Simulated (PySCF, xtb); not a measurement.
Hf(OH)3 (H₃HfO₃), SMILES [OH][Hf+]([OH])[OH], charge +1, multiplicity 1.

GFN2-xTB (xtb) at its own geometry gives an orbital gap of 4.00 eV.

Geometry optimised at PBE-D3(BJ)/def2-SVP. The multiplicity is an assumed one; other spin states were not compared. The isomer is the one that the SMILES or the coordinates give; other isomers of the formula were not compared. The def2 effective core potentials stand for the cores of Hf; spin–orbit coupling is left out. One conformer was computed; it need not be the lowest.

Q: What does M06-2X/def2-TZVPD (PySCF) give? (Estimate from the structure and the level; the computed values follow.)

A: gap 8.65 eV (levels -15.93 and -7.28 eV).
